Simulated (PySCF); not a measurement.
CH6AlNO2, SMILES [Al]([OH])([OH])[NH]C. Atoms are numbered in the order given.

```xyz
11

Al     0.0116     0.5294     0.0000
N      0.7297    -1.0894     0.0000
C      0.0141    -2.3549     0.0000
H      1.7375    -1.2166     0.0000
H      0.2369    -2.9736    -0.8910
H      0.2369    -2.9736     0.8910
H     -1.0713    -2.1706     0.0000
O     -1.6885     0.6155     0.0000
H     -2.1844     1.4379     0.0000
O      0.9171     1.9726     0.0000
H      1.8722     2.0644     0.0000
```

Geometry optimised at B3LYP-D3(BJ)/def2-SVP. The structure was generated by enumeration; whether it is a known compound was not checked. Other conformers were not sampled.

All values below come from CAM-B3LYP/def2-TZVP (PySCF).

Atomic charges (e):

| atom | Löwdin | meta-Löwdin |
|---|---|---|
| Al1 | ? | 1.17 |
| N2 | ? | -0.61 |
| C3 | -0.35 | -0.20 |
| H4 | 0.17 | 0.22 |
| H5 | ? | 0.10 |
| H6 | ? | 0.10 |
| H7 | ? | 0.12 |
| O8 | -0.13 | -0.79 |
| H9 | 0.18 | 0.35 |
| O10 | -0.13 | -0.79 |
| H11 | 0.18 | 0.35 |

### Question
Fill in the missing entries. (Estimate from the structure and the level; the computed values follow.)

### Answer

- Al1, Löwdin: -0.15
- N2, Löwdin: -0.11
- H5, Löwdin: 0.10
- H6, Löwdin: 0.10
- H7, Löwdin: 0.13
